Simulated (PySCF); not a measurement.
**Energy of Tc⁺ (technetium, charge +1) between two integer charges**

The 5s alpha orbital of [Kr] 4d5 5s1 is emptied in steps (occupation f), with all orbitals relaxed, ending at [Kr] 4d5. Calculation: PySCF 2.14, in def2-SVP with the def2 core potential (28 electrons); scalar relativity through the core potential. The exact energy is a straight line in f; departures are measured from the line between the end points of the same method.

| f | UHF (eV) | LDA (eV) | PBE (eV) |
| --- | --- | --- | --- |
| 1 | 0.000 | 0.000 | 0.000 |
| 0.8 | 0.030 | -0.549 | -0.550 |
| 0.6 | 0.045 | -0.823 | -0.828 |
| 0.4 | 0.044 | -0.823 | -0.831 |
| 0.2 | 0.029 | -0.547 | -0.557 |
| 0 | 0.000 | 0.000 | 0.000 |

Task: For PBE, how does the orbital energy at f = 1 compare with the removal energy?

Result: −ε = 12.251 eV against a total-energy difference of 15.673 eV. By Janak's theorem ε = ∂E/∂f, so the gap between them reflects the curvature. Along the path −ε is 13.601 (f = 0.8), 14.966 (f = 0.6), 16.348 (f = 0.4), 17.749 (f = 0.2) eV.

```tsv
method	E(f=0) − E(f=1) (eV)	−ε at f=1 (eV)	−ε at f=0.4 (eV)
UHF	14.277	14.471	14.236
LDA	15.984	12.555	16.676
PBE	15.673	12.251	16.348
```

Reference removal energy between the ground levels: 15.26 eV (semi-empirical (NIST evaluation); NIST Atomic Spectra Database, ionization energies). UHF lacks correlation.
